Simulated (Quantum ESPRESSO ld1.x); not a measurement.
Question: The mean radii <r> (bohr) of the occupied orbitals of an atom or ion are listed with their occupations. Calculated with ld1.x of Quantum ESPRESSO 7.5: Dirac Kohn-Sham, Engel-Vosko exchange with Perdew-Wang LDA correlation, spin-unpolarised, spherical densities, point nucleus.

| orbital | occ. | <r> |
|---|---|---|
| 1s1/2 | 2 | 0.02150 |
| 2s1/2 | 2 | 0.09093 |
| 2p1/2 | 2 | 0.07591 |
| 2p3/2 | 4 | 0.08286 |
| 3s1/2 | 2 | 0.2388 |
| 3p1/2 | 2 | 0.2285 |
| 3p3/2 | 4 | 0.2417 |
| 3d3/2 | 4 | 0.2140 |
| 3d5/2 | 6 | 0.2181 |
| 4s1/2 | 2 | 0.5414 |
| 4p1/2 | 2 | 0.5529 |
| 4p3/2 | 4 | 0.5828 |
| 4d3/2 | 4 | 0.6177 |
| 4d5/2 | 6 | 0.6283 |
| 5s1/2 | 2 | 1.327 |
| 5p1/2 | 2 | 1.495 |
| 5p3/2 | 4 | 1.595 |
| 4f5/2 | 6 | 0.8894 |
| 4f7/2 | 3 | 0.9079 |

Name the element and its charge. Open shells, if any, fill j = l - 1/2 first.

Answer: Z = 65, terbium, charge +2: Tb2+ in [Xe] 4f9. The 1s radius gives Z: for a bare nucleus <r> = (2 gamma + 1)/(2Z) with gamma = sqrt(1 - (Z/c)^2), 0.02124 bohr for Z = 65, and screening makes it slightly larger (0.02150 here). The occupations add up to 63, and the charge is Z minus that.
